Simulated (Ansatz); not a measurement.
Reaction (ligand exchange at the Si–Cl bond): `CO[SiH](Cl)OC` + HI → `CO[SiH](I)OC` + HCl

Calculated with Ansatz (gas phase, PBE0-D4/def2-TZVP geometries, no zero-point term in ΔE). CCSD(T)/CBS is the MP2 limit (def2-TZVPP, def2-QZVPP) plus CCSD(T) − MP2 in def2-TZVPP, frozen cores. This one scheme is used for every species. DFT in def2-TZVPP. B3LYP here is the variant with VWN-RPA as its local correlation; programs differ in this. Elements past krypton have def2 core potentials. For I outer-core shells are correlated without core-valence functions, which leaves a few kJ/mol of doubt a bond. Each species was taken in one conformer, which may not be the lowest.

CCSD(T)/CBS gives +7.8 kJ/mol.

(1) Another level gave +23.0 kJ/mol. Which?
A. B3LYP/def2-TZVPP
B. r2SCAN-D4/def2-TZVPP
C. HF/def2-TZVPP
D. MP2/def2-TZVPP

Largest T1 diagnostic among the species: 0.011.

Answers

(1) C. HF/def2-TZVPP 23.0, r2SCAN-D4 13.3, B3LYP 18.1, MP2/def2-TZVPP 7.4 kJ/mol.

In def2-TZVPP, CCSD(T) changes the Hartree–Fock value by −9.6 kJ/mol (the triples alone add −2.1 kJ/mol) and MP2 by −15.6 kJ/mol. The D4 term adds −6.0 kJ/mol with B3LYP and −3.4 kJ/mol with PBE0; it sums over pairs of atoms, weighted by their polarisabilities, and B3LYP, whose exchange is more repulsive, gets the larger term.
